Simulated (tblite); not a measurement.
alpha-tetralone, C10H10O.
Cartesian coordinates in Å at the GFN2-xTB level; atoms count from 1:
```xyz
21
C10H10O angstrom
O     -0.9753   -2.6376    0.7264
C     -0.9557   -1.4623    0.4314
C     -2.2304   -0.6692    0.2434
C     -2.0581    0.4712   -0.7506
C     -0.9527    1.4016   -0.2650
C      0.3280    0.6463   -0.0693
C      1.5538    1.2840   -0.2034
C      2.7400    0.5974   -0.0128
C      2.7198   -0.7503    0.3138
C      1.5098   -1.3986    0.4458
C      0.3082   -0.7131    0.2607
H     -3.0257   -1.3531   -0.0584
H     -2.4998   -0.2645    1.2248
H     -1.7931    0.0669   -1.7306
H     -2.9958    1.0209   -0.8550
H     -1.2496    1.8446    0.6925
H     -0.7977    2.2204   -0.9706
H      1.5778    2.3334   -0.4622
H      3.6825    1.1137   -0.1227
H      3.6444   -1.2874    0.4631
H      1.4607   -2.4474    0.6980
```

Method: GFN2-xTB as coded in tblite; computed harmonic values from a numerical Hessian at the method's own geometry, unscaled. This tight-binding method is rough: wavenumbers can miss measured ones by several per cent, in bad cases by 10 to 20. One conformer, not necessarily the lowest.

Harmonic wavenumbers (cm⁻¹): 52.9, 117.7, 179.6, 269.6, 287.9, 378.9, 392.9, 423.1, 466.1, 508.5, 545.0, 563.1, 618.7, 701.7, 718.6, 772.7, 800.6, 868.2, 890.4, 909.7, 926.5, 932.8, 960.7, 1026.3, 1042.6, 1089.8, 1097.0, 1121.2, 1140.1, 1178.8, 1185.5, 1215.3, 1223.1, 1248.1, 1256.7, 1313.2, 1324.8, 1338.1, 1343.8, 1433.3, 1447.2, 1465.6, 1474.0, 1492.1, 1578.7, 1595.0, 1723.3, 2928.0, 2940.9, 2973.2, 2980.8, 2987.3, 2996.5, 3069.9, 3080.7, 3089.6, 3098.1.

A = 1902, B = 1090, C = 711.4 MHz; mass 146.073 u (most abundant isotopes); point group C1, symmetry number 1.

**Question.** What is the zero-point energy?

**Answer.** Half the sum of the wavenumbers: 37392 cm⁻¹ = 447.31 kJ/mol.

**Question.** Entropy at 500 K, 1 bar (ideal gas, RRHO, classical rotation)?

**Answer.** Translation 181.76, rotation 131.00, vibration 178.44: S = 491.2 J/(mol K).

**Question.** And Cp and H(500 K) − H(0)?

**Answer.** Cp = 253.53 J/(mol K), of which vibrations give 220.27 (their classical limit is 57 R = 473.9); H(500 K) − H(0) = 67.38 kJ/mol without the zero-point energy, 50.75 from vibrations.

**Question.** What must be added to the electronic energy to get the Gibbs energy at 500 K and 1 bar?

**Answer.** ZPE + [H(500 K) − H(0)] − T·S = 447.31 + 67.38 − 245.60 = 269.09 kJ/mol.

**Question.** Blend soft modes into free rotors: weight 1/[1 + (100 cm⁻¹/ν̃)⁴] for the oscillator and the rest for a rotor with moment μB/(μ + B), μ = h/(8π²ν), B = 10⁻⁴⁴ kg m². What vibrational entropy results?

**Answer.** 170.19 J/(mol K) in place of 178.44, which changes −T·S at 500 K by +4.12 kJ/mol.

Hindered rotation and anharmonicity are outside this model. Other conformers, if any are populated, would add a mixing term that is left out. The structure is chiral; the term R ln 2 for an equal mix with its mirror image is left out.
